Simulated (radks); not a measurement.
Excited configurations of neutral rhenium: one electron is placed in a higher orbital outside [Xe] 4f14 5d5 6s1. The ground configuration is [Xe] 4f14 5d5 6s2. Method: non-relativistic Kohn-Sham, SCAN, spin-unpolarised, spherical densities, point nucleus; meta-GGA in the generalised Kohn-Sham scheme; relativity is left out, which matters for an element this heavy; computed with a radial shooting solver on a logarithmic mesh with Libxc functionals. Excitation = E - E(ground); binding = E(ion) - E, where the ion is the core of charge +1; n* = 1/sqrt(2 binding) in atomic units, and the quantum defect is n - n*.

outer orbital  excitation (eV)  binding (eV)     n*  quantum defect  eigenvalue (eV)  <r> (bohr)
5f                       7.285         0.861  3.975           1.025           -0.386       18.24
6p                       3.871         4.275  1.784           4.216           -2.096       4.509
6d                       6.639         1.507  3.005           2.995           -0.652       10.52
6f                       7.554         0.592  4.796           1.204           -0.325       30.98
7s                       5.790         2.356  2.403           4.597           -1.397       9.052
7p                       6.463         1.682  2.844           4.156           -0.962       11.70
7d                       7.230         0.916  3.853           3.147           -0.497       20.45
7f                       7.720         0.426  5.652           1.348           -0.253       46.71

The Delta-SCF ionisation energy is 8.146 eV (NIST Atomic Spectra Database: 7.834 eV, measured). Self-interaction in the functional shifts the binding energies and quantum defects, so they are the method's values and not measured ones. Relativity is left out here, which matters for elements this heavy. Spin polarisation and multiplet splitting are left out, so open shells lie too high by an amount that depends on their filling.

Beside tabulated values, note that spin-unpolarised runs miss the spin-polarisation part of the exchange energy of open shells.
